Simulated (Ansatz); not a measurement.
Ag5Te2⁺ (the lowest singlet isomer of a short search), 7 atoms. Hardware: 4 threads of Arm Neoverse V1 on a shared host.

In the def2 sets Ag, Te take a core potential; there is no spin–orbit coupling. Correlated methods freeze 8 core orbitals; core or outer-core shells of Ag, Te are correlated, in sets that lack core-valence functions.

**Question.** How many basis functions does each of these Ansatz runs have, and roughly what does it cost? revPBE-D4/def2-TZVP, charge 1 singlet, energy, from earlier orbitals; r2SCANh-D4/def2-TZVP, charge 1 singlet, energy, from earlier orbitals; PBE-D4/def2-SVP, charge 1 singlet, relaxation, 6 steps; RPA@PBE/def2-TZVP, charge 1 singlet, energy, from earlier orbitals; MP2/def2-TZVP, charge 1 singlet, energy, from earlier orbitals; PBE0-D4/def2-SVP, charge 1 singlet, energy, from earlier orbitals; PBE0-D4/def2-SVP, charge 1 singlet, energy with a search over starts; PBE-D4/def2-SVP, charge 1 singlet, energy, from earlier orbitals; PBE0-D4/def2-TZVP, charge 1 singlet, energy, from earlier orbitals; HF/STO-3G, charge 1 singlet, energy; LDA (SPW92)/def2-TZVP, charge 1 singlet, energy, from earlier orbitals; PBE-D4/def2-TZVP, charge 1 singlet, energy and forces, from earlier orbitals.

**Answer.** Other jobs shared the machine, so times can vary by a factor of up to 3. A dash marks memory too small to be measured apart from the calling script's.

| run | functions | fitting or Cholesky vectors | wall time | peak host memory (GiB) |
| --- | --- | --- | --- | --- |
| PBE-D4/def2-SVP, charge 1 singlet, energy, from earlier orbitals | 207 | 2050 | 5.5 s | – |
| LDA (SPW92)/def2-TZVP, charge 1 singlet, energy, from earlier orbitals | 300 | 2537 | 5.5 s | 0.72 |
| revPBE-D4/def2-TZVP, charge 1 singlet, energy, from earlier orbitals | 300 | 2537 | 10 s | 0.73 |
| PBE-D4/def2-TZVP, charge 1 singlet, energy and forces, from earlier orbitals | 300 | 2537 | 11 s | 0.72 |
| PBE0-D4/def2-SVP, charge 1 singlet, energy, from earlier orbitals | 207 | 2306 | 12 s | 0.94 |
| PBE0-D4/def2-SVP, charge 1 singlet, energy with a search over starts | 207 | 2306 | 18 s | 0.94 |
| PBE0-D4/def2-TZVP, charge 1 singlet, energy, from earlier orbitals | 300 | 2806 | 21 s | 1.7 |
| MP2/def2-TZVP, charge 1 singlet, energy, from earlier orbitals | 300 | 2910 | 26 s | 1.6 |
| r2SCANh-D4/def2-TZVP, charge 1 singlet, energy, from earlier orbitals | 300 | 2543 | 28 s | 1.7 |
| HF/STO-3G, charge 1 singlet, energy | 189 | 2263 | 28 s | 1.6 |
| PBE-D4/def2-SVP, charge 1 singlet, relaxation, 6 steps | 207 | 2050 | 30 s | – |
| RPA@PBE/def2-TZVP, charge 1 singlet, energy, from earlier orbitals | 300 | 2910 | 41 s | 1.8 |
